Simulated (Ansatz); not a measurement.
System: difluoro(diiodo)silane, sum formula SiI₂F₂ (charge 0, singlet). SMILES: F[Si](F)(I)I
Geometry: optimised at B3LYP-D3(BJ)/def2-TZVP (Ansatz, an electronic-structure program).

Property: atomisation energy (electronic, to ground-state atoms), in kcal/mol. Correlated levels leave the core frozen unless marked. UHF or UKS for open shells. No spin-orbit coupling. Frozen are the shells of the preceding noble gas and the d and f shells that filled before the atom's block. In def2 rows, elements after Kr have scalar-relativistic effective core potentials. STO-3G rows are all-electron and non-relativistic. The coupled-cluster limit lacks core correlation, which all-electron functionals hold. CBS(X,Y): correlation extrapolated as X^-3; Hartree-Fock from the larger set.

```json
[
 {"level": "HF/def2-SVPD", "program": "Ansatz", "atomisation energy (kcal/mol)": "278.9", "minus last row": "-135.7"},
 {"level": "revPBE-D3(BJ)/def2-TZVPD", "program": "Ansatz + dftd3", "atomisation energy (kcal/mol)": "403.0", "minus last row": "-11.6"},
 {"level": "revPBE-D4/def2-TZVPD", "program": "Ansatz + dftd4", "atomisation energy (kcal/mol)": "405.7", "minus last row": "-8.9"},
 {"level": "r2SCAN-D3(BJ)/def2-TZVPD", "program": "Ansatz + dftd3", "atomisation energy (kcal/mol)": "415.3", "minus last row": "0.7"},
 {"level": "PBE0/STO-3G", "program": "Ansatz", "atomisation energy (kcal/mol)": "394.8", "minus last row": "-19.8"},
 {"level": "PBE0/def2-QZVPP", "program": "Ansatz", "atomisation energy (kcal/mol)": "406.3", "minus last row": "-8.3"},
 {"level": "r2SCANh-D4/def2-TZVPD", "program": "Ansatz + dftd4", "atomisation energy (kcal/mol)": "410.2", "minus last row": "-4.4"},
 {"level": "CAM-B3LYP-D4/def2-TZVPD", "program": "Ansatz + dftd4", "atomisation energy (kcal/mol)": "406.7", "minus last row": "-7.9"},
 {"level": "B2GP-PLYP-D4/def2-TZVPD", "program": "Ansatz + dftd4", "atomisation energy (kcal/mol)": "405.7", "minus last row": "-8.9"},
 {"level": "B2GP-PLYP/def2-TZVPD", "program": "Ansatz", "atomisation energy (kcal/mol)": "403.5", "minus last row": "-11.1"},
 {"level": "PBE-QIDH/def2-TZVPD", "program": "Ansatz", "atomisation energy (kcal/mol)": "408.3", "minus last row": "-6.3"},
 {"level": "RPA@PBE/def2-TZVPP", "program": "Ansatz", "atomisation energy (kcal/mol)": "357.6", "minus last row": "-57.0"},
 {"level": "RPA@PBE/def2-QZVPP", "program": "Ansatz", "atomisation energy (kcal/mol)": "369.4", "minus last row": "-45.2"},
 {"level": "RI-MP2/CBS(def2-TZVPPD,def2-QZVPPD)", "program": "Ansatz", "atomisation energy (kcal/mol)": "437.0", "minus last row": "22.4"},
 {"level": "CCSD(T)/CBS(def2-TZVPPD,def2-QZVPPD)", "program": "Ansatz", "atomisation energy (kcal/mol)": "414.6", "minus last row": "0.0"}
]
```
